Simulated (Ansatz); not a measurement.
`[F][In]([F])[O][SiH3]` + CH₄ → `[CH3][In]([F])[O][SiH3]` + H–F  (formal exchange of groups at the In–F bond)

Gas-phase electronic energies from Ansatz, PBE0-D4/def2-TZVP geometries. CCSD(T)/CBS is the MP2 limit (def2-TZVPP, def2-QZVPP) plus CCSD(T) − MP2 in def2-TZVPP, frozen cores. This one scheme is used for every species. Functionals use def2-TZVPP. def2 core potentials past Kr. For In outer-core shells are correlated without core-valence functions, which leaves a few kJ/mol of doubt a bond. Each species was taken in one conformer, which may not be the lowest.

| level | ΔE (kJ/mol) |
| --- | --- |
| BHLYP-D4 | 46.3 |
| CCSD/def2-SVP | 62.4 |
| CCSD/def2-TZVPP | 37.2 |
| CCSD(T)/def2-TZVPP | 36.1 |

**Question.** What does CCSD(T)/CBS give? (Estimate.)

**Answer.** The calculation gave: +36.8 kJ/mol. The listed levels differ from it by 9.5, 25.6, 0.4, -0.7 kJ/mol.

Largest T1 diagnostic among the species: 0.017.

From BLYP to BHLYP (50 % exact exchange), in def2-TZVPP and without D4, ΔE moves by −5.3 kJ/mol. In def2-TZVPP, CCSD(T) changes the Hartree–Fock value by −26.9 kJ/mol (the triples alone add −1.1 kJ/mol) and MP2 by −31.9 kJ/mol. Leaving LDA and LC-ωPBE aside and taking each functional with its dispersion term where it has one, the values, not all of them listed here, spread over 22.3 kJ/mol, from HSE06-D4 to B97M-V. LDA lies −18.1 kJ/mol from PBE without D4.
